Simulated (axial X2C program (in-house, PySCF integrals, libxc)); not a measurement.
## Working with the constants of CaIn

A bond curve at the PBEsol level, 2c, was computed with an in-house relativistic program for diatomic molecules (basis In dyall-cv3z [11s12p9d4f1g], Ca dyall-cv3z [11s12p6d4f] (cores contracted in-house)) for the state Ω = 1/2 (⟨Sz⟩ = -0.48, ⟨Lz⟩ = 0.98 at PBEsol). Its fit gives Re = 3.1994 Å, ωe = 137.8 cm⁻¹, ωexe = 0.614 cm⁻¹ and αe = 3.083e-04 cm⁻¹; the masses are 114.9039 and 39.9626 u. Two-component means X2C with spin–orbit coupling and atomic mean-field Coulomb and Gaunt terms.

(1) Find the reduced mass, Be and the force constant.

(2) Estimate the centrifugal constant by the Kratzer relation.

(3) A Morse curve ties αe to the other constants (Pekeris). How well does that hold?

(4) Where do the fundamental and the first overtone lie?

The state is one determinant whose occupation by symmetry is held fixed; it was picked as the lowest of a PBE0 search that is not exhaustive. Density functionals use the spin component along the axis (collinear). PBE0 can misorder states that lie within some tenths of an eV, so this need not be the ground state of the molecule. The nearest other 2c determinant of the search, Ω = 3/2, lies 0.15 eV up at the distance of the search. The functionals have no current-density term, which raises determinants with orbital currents, atoms included. The levels of this run spread widely (ωe from 92 to 138 cm⁻¹), so these constants depend on the method. The bond is weak, and without diffuse functions and with truncated virtuals even CCSD(T) can be tens of per cent off in De.

Results:

(1) From the PBEsol values: μ = 29.6504 u. Be = 16.8576/(μ Re²) = 0.05554 cm⁻¹. k = 5.8918×10⁻⁷ μ ωe² = 0.332 mdyn/Å.

(2) D = 4Be³/ωe² = 3.61e-08 cm⁻¹.

(3) αe(Morse) = 6Be²/ωe × (√(ωexe/Be) − 1) = 3.123e-04 cm⁻¹; the PBEsol curve gives 3.083e-04 cm⁻¹, a ratio of 1.01.

(4) ν(1←0) = ωe − 2ωexe = 136.6 cm⁻¹; ν(2←0) = 2ωe − 6ωexe = 271.9 cm⁻¹.
